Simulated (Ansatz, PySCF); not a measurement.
The pair A = HBr (SMILES Br) (first 2 atoms), B = CH6Si (SMILES C[SiH3]); geometry from B3LYP-D3(BJ)/def2-TZVP.
(charge 0, multiplicity 1):
```xyz
10

Br    -1.429     0.061    -0.171
H     -0.303    -0.166     0.681
C     -0.971     0.463     3.747
Si     0.796    -0.098     3.485
H     -1.154     0.674     4.802
H     -1.676    -0.305     3.426
H     -1.181     1.370     3.177
H      1.762     0.949     3.896
H      1.038    -0.384     2.043
H      1.085    -1.342     4.237
```

Correlated levels freeze the cores. Filled d and f shells under p-block atoms count as core. MP2 and its Hartree–Fock in def2-QZVPPD are density fitted. Rows in 6-31G* carry no dispersion term and start afresh at each structure (6-31G* with six Cartesian d functions); the Pople sets are all-electron and without relativity.

Programs: Ansatz (Gaussian basis) for Hartree–Fock, density functionals and correlated methods; PySCF for 6-31G* rows. Each number belongs to the level named beside it.

Total energies (hartree), monomers frozen at their geometry in the pair:

| structure | HF/6-31G* | PBE/def2-TZVPPD | MP2/def2-QZVPPD |
|---|---|---|---|
| AB | -2902.9547592 | -2905.3804737 | -2903.9190188 |
| A in the pair's basis | -2572.6844864 | -2574.3697238 | -2573.2444030 |
| B in the pair's basis | -330.2722782 | -331.0086947 | -330.6717933 |
| A | -2572.6842394 | -2574.3695554 | -2573.2442118 |
| B | -330.2721095 | -331.0086622 | -330.6717165 |

### Question
Work out the interaction energy without and with the counterpoise correction, and the superposition error, for each level.

### Answer

E(AB) − E(A) − E(B), times 627.509 kcal/mol, with the monomers in their own basis and then in the pair's basis:
- HF/6-31G*: 1.00 uncorrected, 1.26 corrected; the monomers gain 0.26 kcal/mol from borrowed functions
- PBE/def2-TZVPPD: -1.42 uncorrected, -1.29 corrected; the monomers gain 0.13 kcal/mol from borrowed functions
- MP2/def2-QZVPPD: -1.94 uncorrected, -1.77 corrected; the monomers gain 0.17 kcal/mol from borrowed functions

Ansatz is a first-principles code.
